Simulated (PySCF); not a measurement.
Compound: CH12OSSi5.
SMILES with atom numbers: `[SiH3:1][O:2][SiH2:3][Si@@H:4]1[CH2:5][S:6][Si@H:7]1[SiH3:8]`

Geometry (GFN2-xTB, Å), atoms numbered from 1 in this order:
```xyz
20
CH12OSSi5 angstrom
Si     3.0430    2.1913   -0.1981
O      2.6813    0.6189   -0.2725
Si     2.1915   -0.8891   -0.6215
Si     0.1266   -0.9802    0.4019
C     -0.8036   -2.6507    0.1388
S     -2.4558   -2.1537   -0.4821
Si    -1.8865   -0.0401   -0.3861
Si    -3.4494    1.2151    0.7884
H      4.2852    2.2784    0.5632
H      1.9135    2.8249    0.4834
H      3.1944    2.6777   -1.5669
H      2.1831   -0.9989   -2.0854
H      3.2632   -1.7515   -0.1090
H      0.1925   -0.7980    1.8755
H     -0.3599   -3.3086   -0.6067
H     -0.9552   -3.2323    1.0447
H     -1.8179    0.3923   -1.7977
H     -2.9956    2.6100    0.7690
H     -3.5495    0.8134    2.1938
H     -4.8061    1.1917    0.2372
```

Probes without a nucleus sit at each ring's centroid and 1 Å off its mean plane on both sides; NICS is minus the shielding there, NICSzz its component along the normal. Level: GIAO PBE0/pcSseg-1 (PySCF, non-relativistic, gas phase) on the GFN2-xTB geometry, one conformer.

Ring bond lengths (Å), with Mayer bond orders in brackets: Si4–C5 1.930 (0.83), C5–S6 1.834 (0.99), S6–Si7 2.191 (0.97), Si7–Si4 2.357 (0.86).

Problem. What do the NICS probes read (ppm)?

Solution. 
```tsv
ring	type	NICS(0)	NICS(1), two faces	NICS(1)zz, two faces	rms pucker (Å)	centre to ring atoms, mean (Å)
Si4–C5–S6–Si7	4-membered ring with S and 2 Si; formal bonds all single	0.9	0.8 / 0.3	11.9 / 11.4	0.00	1.47
```

Problem. What do they say, and how far can they be read as aromaticity?

Solution. 
- Si4–C5–S6–Si7: mean NICS(1)zz 11.6 ppm, deshielded. Si4, C5, Si7 have four or more neighbours; no verdict on aromaticity is drawn.

Problem. What is the mean of the two in-plane components of NICS at the first NICS(1) probe listed for ring Si4–C5–S6–Si7, 1 Å off the ring?

Solution. The isotropic value is a third of the trace: (3 × 0.8 − (11.9))/2 = -4.8 ppm.

Problem. Give the inner angles of the rings and the Hirshfeld charges of the ring atoms.

Solution. 
- Si4–C5–S6–Si7: Si4 83.6° (+0.185 e), C5 104.2° (-0.168 e), S6 90.7° (-0.117 e), Si7 81.5° (+0.157 e); sum 360.0° against 360° for a flat convex ring.
